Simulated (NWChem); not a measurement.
Everything below was run with NWChem. System: sulfur difluoride (F₂S), charge 0, spin multiplicity 1, at a geometry optimised with PBE0/def2-SVP. Level: RI-MP2/cc-pVTZ, 7 core orbitals frozen.

The NWChem input:

```
start mol
memory heap 200 mb stack 900 mb global 1100 mb
geometry units angstroms nocenter noautoz
  F      1.227542     0.000000    -0.491554
  S      0.000000     0.000000     0.552998
  F     -1.227542     0.000000    -0.491554
  symmetry group C2v
end
basis spherical
  * library cc-pvtz
end
basis "ri-mp2 basis" spherical
  * library cc-pvtz-ri
end
scf
  rhf
  nopen 0
  maxiter 100
  thresh 1e-7
  semidirect memsize 60000000 filesize 0
end
mp2
  freeze core 7
end
task rimp2 energy
```

NWChem printed:

```
             Northwest Computational Chemistry Package (NWChem) 7.3.0
             --------------------------------------------------------

                                NWChem Input Module
                                -------------------

 Scaling coordinates for geometry "geometry" by  1.889725989
 (inverse scale =  0.529177249)

 Turning off AUTOSYM since
 SYMMETRY directive was detected!

                             Geometry "geometry" -> ""
                             -------------------------

 Output coordinates in angstroms (scale by  1.889725989 to convert to a.u.)

  No.       Tag          Charge          X              Y              Z
 ---- ---------------- ---------- -------------- -------------- --------------
    1 F                    9.0000     1.22754200     0.00000000    -0.49155400
    2 S                   16.0000     0.00000000     0.00000000     0.55299800
    3 F                    9.0000    -1.22754200     0.00000000    -0.49155400

 Effective nuclear repulsion energy (a.u.)     112.0126917350

            Nuclear Dipole moment (a.u.)
            ----------------------------
        X                 Y               Z
 ---------------- ---------------- ----------------
     0.0000000000     0.0000000000    -0.0000075589

      Symmetry information
      --------------------

 Group name             C2v
 Group number             16
 Group order               4
 No. of unique centers     2

      Symmetry unique atoms

     1    2


 Summary of "ao basis" -> "" (spherical)
 ------------------------------------------------------------------------------
       Tag                 Description            Shells   Functions and Types
 ---------------- ------------------------------  ------  ---------------------
 *                          cc-pvtz                   on all atoms

 Summary of "ri-mp2 basis" -> "" (spherical)
 ------------------------------------------------------------------------------
       Tag                 Description            Shells   Functions and Types
 ---------------- ------------------------------  ------  ---------------------
 *                         cc-pvtz-ri                 on all atoms

 Summary of "ao basis" -> "ao basis" (spherical)
 ------------------------------------------------------------------------------
       Tag                 Description            Shells   Functions and Types
 ---------------- ------------------------------  ------  ---------------------
 F                          cc-pvtz                 10       30   4s3p2d1f
 S                          cc-pvtz                 12       34   5s4p2d1f

                                 NWChem SCF Module
                                 -----------------

  ao basis        = "ao basis"
  functions       =    94
  atoms           =     3
  closed shells   =    17
  open shells     =     0
  charge          =   0.00
  wavefunction    = RHF
  use symmetry    = T
  symmetry adapt  = T

 Summary of "ao basis" -> "ao basis" (spherical)
 ------------------------------------------------------------------------------
       Tag                 Description            Shells   Functions and Types
 ---------------- ------------------------------  ------  ---------------------
 F                          cc-pvtz                 10       30   4s3p2d1f
 S                          cc-pvtz                 12       34   5s4p2d1f

      Symmetry analysis of basis
      --------------------------

        a1         35
        a2         13
[...]
   Bfn.  Coefficient  Atom+Function         Bfn.  Coefficient  Atom+Function
  ----- ------------  ---------------      ----- ------------  ---------------
    47      0.858771  2 S  pz                35     -0.475270  2 S  s
     4      0.390286  1 F  s                 68      0.390286  3 F  s
    41      0.335215  2 S  pz                11     -0.282766  1 F  px
    75      0.282766  3 F  px                33     -0.272171  2 S  s
    44      0.157638  2 S  pz                 8     -0.154392  1 F  px

 Vector   20  Occ=0.000000D+00  E= 3.954825D-01  Symmetry=b2
              MO Center=  3.6D-17,  1.5D-16,  6.8D-01, r^2= 3.8D+00
   Bfn.  Coefficient  Atom+Function         Bfn.  Coefficient  Atom+Function
  ----- ------------  ---------------      ----- ------------  ---------------
    46      1.420621  2 S  py                40     -1.131735  2 S  py
    37     -0.356780  2 S  py

 center of mass
 --------------
 x =   0.00000000 y =   0.00000000 z =  -0.02692676

 moments of inertia (a.u.)
 ------------------
          67.650454611919           0.000000000000           0.000000000000
           0.000000000000         272.114719333568           0.000000000000
           0.000000000000           0.000000000000         204.464264721650

  Mulliken analysis of the total density
  --------------------------------------

    Atom       Charge   Shell Charges
 -----------   ------   -------------------------------------------------------
    1 F    9     9.31   1.95  1.08  0.26  0.64  1.53  2.48  1.37  0.00  0.01  0.00
    2 S   16    15.38   2.00  1.90  1.19  0.19  0.57  5.81  2.00  0.74  0.63  0.17  0.10  0.06
    3 F    9     9.31   1.95  1.08  0.26  0.64  1.53  2.48  1.37  0.00  0.01  0.00

       Multipole analysis of the density wrt the origin
       ------------------------------------------------

     L   x y z        total         open         nuclear
     -   - - -        -----         ----         -------
     0   0 0 0     -0.000000      0.000000     34.000000

     1   1 0 0     -0.000000      0.000000      0.000000
     1   0 1 0     -0.000000      0.000000      0.000000
     1   0 0 1      0.611945      0.000000     -0.000008

     2   2 0 0    -17.282437      0.000000     96.859650
     2   1 1 0      0.000000      0.000000      0.000000
     2   1 0 1      0.000000      0.000000      0.000000
     2   0 2 0    -17.113913      0.000000      0.000000
     2   0 1 1      0.000000      0.000000      0.000000
     2   0 0 2    -15.675413      0.000000     33.004364

                               NWChem RI-MP2 Module
                               --------------------

 Summary of "ri-mp2 basis" -> "ri-mp2 basis" (spherical)
 ------------------------------------------------------------------------------
       Tag                 Description            Shells   Functions and Types
 ---------------- ------------------------------  ------  ---------------------
 F                         cc-pvtz-ri               23       81   8s6p5d3f1g
 S                         cc-pvtz-ri               32      122   10s8p7d5f2g

 SCF Reference Information:
            File: './mol.movecs'
           Title: ''
    Size (AOxMO):     94 x     94
       Total Occ:              34.00
 RI-MP2 Calculation Information:
          Nr. of AO basis functions:         94
     Nr. of fitting basis functions:        284
               Nr. of MO spin cases:          1
        Nr. of MOs to be correlated:         87
     Nr. of occupied MOs correlated:         10
      Nr. of virtual MOs correlated:         77

          RI integral approximation: 'V'
    Threshold for Schwarz screening:  1.000E-09
 Smallest eigenvalue retained in fit  1.000E-08
    Type of storage for MO integrals 'EAF library'

 Transformation block size   10, requiring     1 integral passes.
 XForm_3cInts: Completed     1:   10 pass.
 Energy evaluation using block sizes    10   10
 RIMP2_V_E2: Approx. ints. done (    1:   10,    1:   10)
 RIMP2_V_E2: Copy to B done (    1:   10,    1:   10)
 RIMP2_V_E2: Denominators done (    1:   10,    1:   10)
 RIMP2_V_E2: Completed block (    1:   10,    1:   10)

          -------------------------------------------
          SCF energy                -596.436676303747
          Correlation energy          -0.675605251230
          Total MP2 energy          -597.112281554977
          -------------------------------------------

 -----------------------
 Performance information
 -----------------------

 Timer overhead =  2.51D-07 seconds/call

               Nr. of calls         CPU time (s)                 Wall time (s)                GFlops
             ---------------    -------------------     ------------------------------   -------------------
Name         Min   Avg   Max    Min     Avg     Max     Min     Avg     Max   Mx/calls   Min     Max     Sum
Overall       1     1     1    5.1     5.1     5.1      5.1     5.1     5.1     5.1      0.0     0.0     0.0
3c integr     1     1     1    1.0     1.0     1.0      1.0     1.0     1.0     1.0      0.0     0.0     0.0
Energy        1     1     1   0.16    0.16    0.16     0.16    0.16    0.16    0.16      0.0     0.0     0.0
3c integr     1     1     1    1.0     1.0     1.0      1.0     1.0     1.0     1.0      0.0     0.0     0.0
First 2/3     3     3     3   1.19E-2 1.19E-2 1.19E-2  1.20E-2 1.20E-2 1.20E-2 3.98E-3   0.0     0.0     0.0
Final 1/3     1     1     1   1.04E-2 1.04E-2 1.04E-2  1.04E-2 1.04E-2 1.04E-2 1.04E-2   0.0     0.0     0.0
Write 3c      1     1     1   1.67E-3 1.67E-3 1.67E-3  1.67E-3 1.67E-3 1.67E-3 1.67E-3   0.0     0.0     0.0
Read 3c i     1     1     1   8.70E-4 8.70E-4 8.70E-4  8.70E-4 8.70E-4 8.70E-4 8.70E-4   0.0     0.0     0.0
Fitting b     1     1     1   0.11    0.11    0.11     0.11    0.11    0.11    0.11      0.0     0.0     0.0
Schwarz i     1     1     1   5.12E-2 5.12E-2 5.12E-2  5.12E-2 5.12E-2 5.12E-2 5.12E-2   0.0     0.0     0.0
Form 4ci      1     1     1   2.45E-2 2.45E-2 2.45E-2  2.46E-2 2.46E-2 2.46E-2 2.46E-2   0.0     0.0     0.0
Form A &      1     1     1   0.13    0.13    0.13     0.13    0.13    0.13    0.13      0.0     0.0     0.0
Denominat     1     1     1   7.05E-4 7.05E-4 7.05E-4  7.05E-4 7.05E-4 7.05E-4 7.05E-4   0.0     0.0     0.0
Pair Ener     1     1     1   3.06E-3 3.06E-3 3.06E-3  3.06E-3 3.06E-3 3.06E-3 3.06E-3   0.0     0.0     0.0

 The average no. of pstat calls per process was 1.60D+01
 with a timing overhead of 4.01D-06s

 Task  times  cpu:        5.1s     wall:        5.1s

 Total times  cpu:        5.1s     wall:        5.1s
```
